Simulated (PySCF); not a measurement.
BFH₃NSi, H₄O₂Si₂, AlH₃N₂, AlClHN and others (calculated)

Computed with PySCF 2.14.0. Calculation on a computer-drawn molecule: optimised geometry and harmonic frequencies of an isolated molecule of the commonest isotopes, restricted reference for singlets and unrestricted otherwise, frozen core in MP2.

Common to all runs: charge 0; multiplicity 1; basis cc-pV(D+d)Z.

(1) BFH₃NSi

Start structure:
```xyz
7
BFH3NSi
N     -1.2962    -3.0352     1.1633
Si    -0.2931    -1.8599     0.8317
B      0.1914    -1.5828    -1.1266
F      1.0298    -0.6097    -1.4615
H     -1.5963    -3.2519     2.0975
H      0.3344    -0.9337     1.8054
H     -0.2533    -2.2685    -1.9987
```

| Property | Result |
| --- | --- |
| method | MP2 |
| rotational constants | 25.56, 2.696, 2.439 GHz |
| total energy | -469.7869 hartree |
| convergence status largest gradient component | 3.024e-05 hartree/bohr |

Drawn bonds:
```
atom  other atom  order
   1           2      2
   2           3      1
   3           4      1
   1           5      1
   2           6      1
   3           7      1
```

Optimised structure:
```xyz
7
BFH3NSi
N     -1.3192    -3.0709     1.1171
Si    -0.2802    -1.8432     0.8372
B      0.1930    -1.5789    -1.1144
F      1.0374    -0.6043    -1.4857
H     -1.5835    -3.2362     2.0975
H      0.3390    -0.9235     1.8337
H     -0.2697    -2.2847    -1.9743
```

Modes:
```
frequency (cm⁻¹)  reduced mass (dalton)
           84.24                  3.761
           157.3                  4.499
           317.8                  9.378
           454.2                  1.154
           637.2                  2.003
           729.1                  1.629
           736.6                  1.217
           833.5                  1.472
           844.4                  1.313
            1033                  4.109
            1109                  1.438
            1297                  5.394
            2241                  1.044
            2691                  1.094
            3534                  1.076
```

(2) H₄O₂Si₂

Start structure:
```xyz
8
H4O2Si2
O     -2.4515     0.4777    -1.0036
Si    -2.0771     0.6995     0.4259
Si    -0.4618    -0.5597     1.5144
O     -0.4423    -2.1033     0.9047
H     -2.7586     1.7036     1.2324
H      0.8184     0.0822     1.4100
H     -0.7960    -0.9649     2.9123
H     -0.4339    -2.2398    -0.0481
```

| Property | Result |
| --- | --- |
| method | HF |
| rotational constants | 8.817, 2.788, 2.171 GHz |
| total energy | -729.9576 hartree |
| convergence status largest gradient component | 3.843e-05 hartree/bohr |

Drawn bonds:
```
atom  other atom  order
   1           2      2
   2           3      1
   3           4      1
   2           5      1
   3           6      1
   3           7      1
   4           8      1
```

Optimised structure:
```xyz
8
H4O2Si2
O     -2.5522     0.0078    -0.8101
Si    -2.0616     0.6284     0.4717
Si    -0.4126    -0.6383     1.5915
O     -0.2294    -1.9431     0.6091
H     -2.5604     1.9213     0.9967
H      0.8455     0.1241     1.7235
H     -0.8674    -1.0330     2.9401
H     -0.7648    -1.9718    -0.1746
```

Modes:
```
frequency (cm⁻¹)  reduced mass (dalton)
           65.79                   3.53
           91.53                  6.748
           319.1                  8.375
           334.2                  1.075
           431.5                  1.115
           438.6                  6.088
           634.8                  1.376
           784.7                  1.091
           851.2                  1.403
           889.5                  1.118
           928.3                  3.632
            1013                  1.157
            1049                  1.074
            1295                  16.78
            2308                  1.043
            2324                  1.052
            2334                  1.031
            4110                  1.067
```

(3) AlH₃N₂

Start structure:
```xyz
6
AlH3N2
N      0.3338     0.3690     3.7713
Al     1.4673    -0.4513     3.0157
N      2.7153    -1.3538     2.1866
H     -0.3730     0.8801     4.2377
H      3.5592    -0.9603     1.8160
H      2.6920    -2.3407     2.0137
```

| Quantity | Value |
| --- | --- |
| method | MP2 |
| rotational constants | 164.2, 5.091, 5.076 GHz |
| total energy | -352.9539 hartree |
| convergence status largest gradient component | 3.095e-05 hartree/bohr |

Drawn bonds:
```
atom  other atom  order
   1           2      2
   2           3      1
   1           4      1
   3           5      1
   3           6      1
```

Optimised structure:
```xyz
6
AlH3N2
N      0.4621     0.3379     4.1375
Al     1.3987    -0.4162     2.9432
N      2.7166    -1.3504     2.2178
H     -0.4001     0.8571     3.9420
H      3.5505    -0.9437     1.8023
H      2.6668    -2.3417     1.9981
```

Modes:
```
frequency (cm⁻¹)  reduced mass (dalton)
             140                  1.756
           162.2                  2.306
           191.4                  1.752
             397                  1.053
           484.4                  1.384
             648                  1.243
           721.6                  4.285
            1055                  6.948
            1537                  1.106
            3585                  1.078
            3615                  1.051
            3716                  1.094
```

(4) AlClHN

Start structure:
```xyz
4
AlClHN
N     -0.3544    -1.7216     1.1319
Al     0.8186    -2.7795     1.0456
Cl     2.3531    -4.1608     0.9344
H     -1.0893    -1.0611     1.1841
```

| Property | Result |
| --- | --- |
| method | MP2 |
| rotational constants | 205.2, 3.094, 3.048 GHz |
| total energy | -756.8409 hartree |
| convergence status largest gradient component | 2.068e-05 hartree/bohr |

Drawn bonds:
```
atom  other atom  order
   1           2      2
   2           3      1
   1           4      1
```

Optimised structure:
```xyz
4
AlClHN
N     -0.2023    -1.5046     1.3926
Al     0.7063    -2.8440     0.9263
Cl     2.3464    -4.1377     0.9468
H     -1.1224    -1.2367     1.0303
```

Modes:
```
frequency (cm⁻¹)  reduced mass (dalton)
             167                  7.565
           317.7                  1.143
           470.7                  3.565
           515.4                  1.754
            1033                  7.005
            3596                  1.079
```

(5) BClH₄Si

Start structure:
```xyz
7
BClH4Si
Si    -2.0496     0.0229    -0.4632
B     -3.0765     1.4073    -1.5584
Cl    -3.4531     1.1490    -3.2623
H     -2.8869    -0.3957     0.6892
H     -0.8123     0.6504     0.0658
H     -1.6876    -1.1705    -1.2612
H     -3.4615     2.4403    -1.0961
```

| Item | Value |
| --- | --- |
| method | MP2 |
| rotational constants | 28.8, 2.676, 2.52 GHz |
| total energy | -775.7940 hartree |
| convergence status largest gradient component | 9.35e-06 hartree/bohr |

Drawn bonds:
```
atom  other atom  order
   1           2      1
   2           3      1
   1           4      1
   1           5      1
   1           6      1
   2           7      1
```

Optimised structure:
```xyz
7
BClH4Si
Si    -2.0529     0.0262    -0.4686
B     -3.0762     1.4050    -1.5614
Cl    -3.4464     1.1419    -3.2517
H     -2.8863    -0.3950     0.6887
H     -0.8136     0.6504     0.0657
H     -1.6888    -1.1705    -1.2655
H     -3.4633     2.4458    -1.0934
```

Modes:
```
frequency (cm⁻¹)  reduced mass (dalton)
           36.87                  1.218
           191.6                  4.367
           461.6                  1.064
           495.3                  1.898
           681.5                  2.166
           779.5                   1.56
           883.6                  2.508
           928.8                  1.161
           970.7                   1.04
           978.4                  1.034
            1104                  1.538
            2263                  1.024
            2268                   1.05
            2288                  1.046
            2676                  1.093
```

(6) AlClH₃NSi

Start structure:
```xyz
7
AlClH3NSi
Al     2.1139     4.4840    -0.8611
N      0.9908     3.0804    -1.2695
Si     0.1421     1.9005    -1.9139
Cl     0.2797     0.9034    -3.6006
H      1.8075     5.9824    -1.2016
H      3.4788     4.2719    -0.1014
H     -0.9890     1.3327    -1.0540
```

| Item | Value |
| --- | --- |
| method | HF |
| rotational constants | 13.35, 1.299, 1.205 GHz |
| total energy | -1046.6139 hartree |
| convergence status largest gradient component | 2.17e-05 hartree/bohr |

Drawn bonds:
```
atom  other atom  order
   1           2      1
   2           3      2
   3           4      1
   1           5      1
   1           6      1
   3           7      1
```

Optimised structure:
```xyz
7
AlClH3NSi
Al     2.1084     4.4544    -0.8825
N      1.0257     3.1329    -1.2953
Si     0.1476     1.9587    -1.7893
Cl     0.3333     0.9873    -3.5725
H      1.7194     5.9382    -1.2632
H      3.4566     4.1561    -0.1135
H     -0.9672     1.3277    -1.0858
```

Modes:
```
frequency (cm⁻¹)  reduced mass (dalton)
           60.61                  7.974
           113.5                  1.295
           152.5                  2.259
           295.2                  12.64
           509.9                  14.33
           589.8                  1.297
           606.6                   1.28
           651.6                  7.062
           670.8                  1.207
           858.7                  1.083
           940.4                  1.104
            1451                  14.67
            1976                  1.061
            1991                  1.024
            2417                  1.045
```

(7) CH₆O₂Si

Start structure:
```xyz
10
CH6O2Si
C     -0.9303    -2.3498     1.1737
Si    -0.3164    -0.9147     0.1255
O     -0.8919     0.4931     0.8012
O      1.2631    -0.8783     0.2487
H     -0.4228    -3.3418     0.7800
H     -0.6404    -2.4085     2.2202
H     -1.9435    -2.5282     1.0707
H     -0.7872    -0.9224    -1.2098
H     -1.7830     0.6804     1.0313
H      1.7059     0.0355     0.2254
```

| Property | Result |
| --- | --- |
| method | HF |
| rotational constants | ? |
| total energy | ? |

Drawn bonds:
```
atom  other atom  order
   1           2      1
   2           3      1
   2           4      1
   1           5      1
   1           6      1
   1           7      1
   2           8      1
   3           9      1
   4          10      1
```

(8) CH₆N₂Si

Start structure:
```xyz
10
CH6N2Si
N     -2.8125     0.9660     0.1691
Si    -2.0618     0.2782    -1.0593
C     -0.2758     0.9747    -1.4012
N      0.6397    -0.1847    -1.1704
H     -3.7243     0.7542     0.4441
H     -2.2191    -0.7606    -2.0448
H     -0.0882     1.8197    -0.6378
H     -0.1241     1.3688    -2.3504
H      0.6621    -0.5253    -0.3058
H      1.5936     0.1103    -1.4132
```

| Quantity | Value |
| --- | --- |
| method | HF |
| rotational constants | ? |

Drawn bonds:
```
atom  other atom  order
   1           2      2
   2           3      1
   3           4      1
   1           5      1
   2           6      1
   3           7      1
   3           8      1
   4           9      1
   4          10      1
```

Questions
1. Estimate the rotational constants of CH₆O₂Si (entry 7).
2. What total energy does the calculation give for CH₆O₂Si (entry 7)?
3. Give the table of modes values for CH₆O₂Si (entry 7).
4. What rotational constants does the calculation give for CH₆N₂Si (entry 8)?

## Answers
1. 6.758, 5.886, 3.644 GHz
2. -480.1415 hartree
3. 
Modes:
```
frequency (cm⁻¹)  reduced mass (dalton)
           110.8                  1.223
           148.6                  1.057
           221.9                  1.238
             239                  3.148
           305.8                  2.266
           381.7                      3
           697.9                  2.225
           759.4                  1.296
           786.6                  1.246
           850.6                  1.422
           867.7                  2.653
           905.1                  2.462
             911                  1.434
            1013                  1.507
            1031                  1.701
            1398                  1.285
            1547                  1.049
            1549                  1.049
            2287                   1.04
            3169                  1.036
            3248                  1.101
            3259                  1.101
            4176                  1.067
            4188                  1.067
```
4. 19.18, 3.032, 2.942 GHz

Further results for CH₆O₂Si (entry 7):

| Property | Result |
| --- | --- |
| convergence status largest gradient component | 1.531e-05 hartree/bohr |

Optimised structure:
```xyz
10
CH6O2Si
C     -0.8798    -2.4545     1.1495
Si    -0.3610    -0.8995     0.2803
O     -0.9440     0.4639     1.0043
O      1.2774    -0.8361     0.3470
H     -0.4358    -3.3303     0.6684
H     -0.5560    -2.4368     2.1933
H     -1.9673    -2.5710     1.1293
H     -0.8393    -0.8988    -1.1234
H     -1.7447     0.8475     0.6822
H      1.7039    -0.0193     0.1360
```

Further results for CH₆N₂Si (entry 8):

| Quantity | Value |
| --- | --- |
| total energy | -439.1559 hartree |
| convergence status largest gradient component | 3.714e-05 hartree/bohr |

Optimised structure:
```xyz
10
CH6N2Si
N     -2.8929     0.9869     0.1186
Si    -1.9896     0.3516    -1.0037
C     -0.2359     0.9475    -1.2847
N      0.6858    -0.1880    -1.2150
H     -3.8376     0.6944     0.2903
H     -2.3506    -0.7304    -1.9456
H     -0.0078     1.7765    -0.6057
H     -0.2017     1.3518    -2.3021
H      0.8280    -0.4628    -0.2574
H      1.5918     0.0737    -1.5645
```

Modes:
```
frequency (cm⁻¹)  reduced mass (dalton)
           49.27                  3.231
           215.5                   2.35
           294.1                   1.73
           333.1                  1.706
           538.7                  1.364
           653.2                  1.158
             705                  2.088
           759.2                  1.275
           827.9                  1.536
           923.3                  1.203
            1020                  1.324
            1128                   3.24
            1177                  1.068
            1230                   5.75
            1375                  1.314
            1472                  1.367
            1574                  1.082
            1795                  1.084
            2327                  1.043
            3158                  1.059
            3203                  1.104
            3714                  1.052
            3789                  1.093
            3825                  1.079
```
